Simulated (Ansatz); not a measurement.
Wavefunction ladder for H5SbSi (`[SiH3][SbH2]`)

Cartesian coordinates in Å:
```
Si -0.010 0.894 -0.325
Sb -0.321 -1.660 -0.272
H -1.329 1.529 -0.587
H 0.911 1.238 -1.442
H 0.544 1.433 0.943
H -1.031 -1.570 1.279
H 1.235 -1.864 0.404
```

Charge 0, multiplicity 1. Correlated methods include outer-core shells of Sb, which these sets cover unevenly. Sb: def2 effective core potential. The geometry is a stationary point of PBE0-D4/def2-TZVP. Frozen core, restricted reference, the Gaussian-basis code of Ansatz.

| basis | HF (Eh) | MP2 corr. | CCSD corr. | (T) | CCSD(T) total |
| --- | --- | --- | --- | --- | --- |
| def2-SVP | -530.98732 | -0.23069 | -0.27567 | ? | ? |
| def2-TZVPP | -531.10052 | -0.49214 | ? | -0.01533 | ? |
| def2-QZVPP | -531.11146 | -0.74104 | ? | ? | ? |

(1) Fill in the withheld values. (Estimate.)

Results:

(1) The calculation gave: def2-SVP (T): -0.00733; def2-SVP CCSD(T) total: -531.27032; def2-TZVPP CCSD corr.: -0.51940; def2-TZVPP CCSD(T) total: -531.63525; def2-QZVPP CCSD corr.: -0.73470; def2-QZVPP (T): -0.02099; def2-QZVPP CCSD(T) total: -531.86715.
